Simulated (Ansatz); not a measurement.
Wavefunction ladder for `[BH2][Ge]([F])([F])[AlH2]`

Cartesian coordinates in Å:
```
B 0.5668 -1.6978 1.0137
Ge 0.5982 0.0129 -0.1499
F 1.3063 -0.4139 -1.6966
F 1.8018 1.0949 0.5269
Al -1.3744 1.4889 -0.6896
H 0.7141 -1.6195 2.1947
H 0.3204 -2.7528 0.5146
H -2.7913 1.1735 -0.0520
H -1.1420 2.7139 -1.6617
```

Total charge 0; spin multiplicity 1. Correlated methods include outer-core shells of Ge, which these sets cover unevenly. Scalar relativity is left out up to krypton. All single points use the PBE0-D4/def2-TZVP geometry. Frozen core, restricted reference, Ansatz.

```
     basis      HF (Eh)  MP2 corr.  CCSD corr.       (T)  CCSD(T) total
  def2-SVP  -2542.68606   -0.73207    -0.76608  -0.01620    -2543.46834
def2-TZVPP  -2543.32507   -0.91959    -0.95136  -0.02980    -2544.30623
def2-QZVPP  -2543.38502   -1.24434           –         –              –
```
